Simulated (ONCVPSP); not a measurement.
# germanium: excitation energies, all-electron against ONCV

```json
{
  "Element": "germanium",
  "Generator": "ONCVPSP 4.0.1",
  "Type": "optimised norm-conserving Vanderbilt (ONCV)",
  "Functional": "PBEsol",
  "Relativity": "scalar-relativistic",
  "Frozen core": "[Ar]",
  "Valence charge": "14",
  "Reference configuration": "3d10 4s2 4p2",
  "Partial waves": "4s: rc 1.82 bohr, ncon 4, nbas 8, qcut 4.3 1/bohr, 2 projectors, debl 1.5 Ha; 4p: rc 2.20 bohr, ncon 3, nbas 7, qcut 3.1 1/bohr, 2 projectors, debl 3.7 Ha; 3d: rc 0.65 bohr, ncon 4, nbas 8, qcut 15.5 1/bohr, 1 projector",
  "Local potential": "polynomial inside 0.50 bohr (lpopt 5, dvloc0 0 Ha)",
  "Core correction": "Teter function, fcfact 5.75, rcfact 1.05"
}
```

Energies are relative to the spin-unpolarised reference configuration 3d10 4s2 4p2; without spin polarisation the order of configurations can differ from experiment.

(1) Give the all-electron excitation energy and the error of the potential for: 3d10 4s2 4p1; 3d10 4s2 4p0; 3d10 4s1 4p0; 3d10 4s1 4p2.

Note: ghosts flagged at negative energy: s at -624.7 eV, p at -81.6 eV; GHOST(+) flagged for s at 149.8 eV. A true bound ghost makes a file unfit for plane-wave use.

Answers

(1)

```csv
valence configuration,charge,ΔE all-electron (eV),error AE − PS (meV)
3d10 4s2 4p1,+1,7.453,-2.2
3d10 4s2 4p0,+2,22.902,-19
3d10 4s1 4p0,+3,57.691,-51
3d10 4s1 4p2,+1,16.183,+3.0
```
